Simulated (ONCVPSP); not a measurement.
u(r) = r·R(r): atom against pseudo-atom (calcium (Ca))

Columns: radius, all-electron u(r) and pseudo u(r) of the 3s shell (level -53.99 eV) of calcium in the configuration [Ne] 3s2 3p6 4s1; PBE, scalar-relativistic, ONCV scheme, ONCVPSP 4.0.1.

| r (bohr) | all-electron | pseudo |
| --- | --- | --- |
| 0.108 | -0.0443 | 0.1738 |
| 0.215 | -0.5082 | 0.3393 |
| 0.322 | -0.4315 | 0.4918 |
| 0.430 | -0.0769 | 0.6272 |
| 0.538 | 0.3181 | 0.7398 |
| 0.645 | 0.6402 | 0.8260 |
| 0.752 | 0.8621 | 0.8854 |
| 0.860 | 0.9885 | 0.9182 |
| 0.968 | 1.0346 | 0.9251 |
| 1.075 | 1.0224 | 0.9090 |
| 1.182 | 0.9718 | 0.8734 |
| 1.290 | 0.8974 | 0.8220 |
| 1.398 | 0.8114 | 0.7594 |
| 1.505 | 0.7225 | 0.6904 |
| 1.612 | 0.6355 | 0.6180 |
| 1.720 | 0.5526 | 0.5447 |
| 1.828 | 0.4766 | 0.4739 |
| 1.935 | 0.4090 | 0.4084 |
| 2.042 | 0.3490 | 0.3490 |
| 2.150 | 0.2961 | 0.2961 |
| 2.258 | 0.2502 | 0.2502 |
| 2.365 | 0.2110 | 0.2110 |
| 2.472 | 0.1775 | 0.1775 |
| 2.580 | 0.1487 | 0.1487 |
| 2.688 | 0.1243 | 0.1243 |
| 2.795 | 0.1038 | 0.1038 |

Q: How many radial nodes do the two functions have?

A: The all-electron 3s function has n − l − 1 = 2 (the table is too coarse to show those close to the nucleus); the pseudo-wave has 0, since the states of the same l below it are removed with the core.

Q: At about which radius was the pseudo-wave matched?

A: 2.15 bohr. The columns agree to 0.0005 from 2.04 bohr on; several derivatives are matched, so the curves merge somewhat inside the radius.

Q: Where does each function peak?

A: Outermost all-electron maximum near 0.97 bohr, pseudo maximum near 0.97 bohr (to the table’s step).

Q: Is the pseudo-wave norm-conserving?

A: Yes: the ONCV scheme keeps the norm inside the radius equal to the all-electron one, which fixes the energy derivative of the logarithmic derivative at the level.
